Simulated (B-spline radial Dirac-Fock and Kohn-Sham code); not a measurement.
# Dipole and non-dipole photoemission parameters of Ir⁶⁺ 4d5/2

System: the Ir⁶⁺ ion in the configuration [Xe] 4f14 5d3; threshold 386.7 eV (orbital energy of the model). The computed values come from a radial finite-basis atomic code: Dirac-Hartree-Slater photoionisation with a Latter tail; cross sections with all multipoles, angular parameters from the dipole term and its interference with E2.

For linearly polarised light dσ/dΩ = σ/(4π) [1 + β P₂(cos θ) + (δ + γ cos²θ) sin θ cos φ], with θ from the polarisation vector and φ the angle between the beam and the projection of the electron momentum on the plane normal to the polarisation.

```
hν (eV)  σ (kb)       β       γ      δ
    478     348  -0.483  -0.140  0.156
    523     378  -0.178  -0.034  0.148
    536     383  -0.101  -0.003  0.143
    600     393   0.209   0.118  0.111
    733     368   0.611   0.191  0.057
    800       ?       ?       ?      ?
   1030     263   1.019   0.073  0.011
   1120     235   1.085   0.036  0.008
 1253.6     198   1.159  -0.006  0.005
   1510     145   1.248  -0.046  0.007
   2000    83.7   1.325  -0.022  0.016
   2020    81.9   1.327  -0.019  0.017
   2670    44.1   1.351   0.107  0.030
   3620    20.7   1.333   0.337  0.050
   4000    16.0   1.319   0.429  0.057
   4710    10.2   1.289   0.593  0.072
 8047.8    2.11   1.137   1.200  0.142
   9200    1.38   1.090   1.358  0.167
```

Problem. Give the values at 800 eV.

Solution. σ = 346 kb, β = 0.743, γ = 0.178, δ = 0.039.
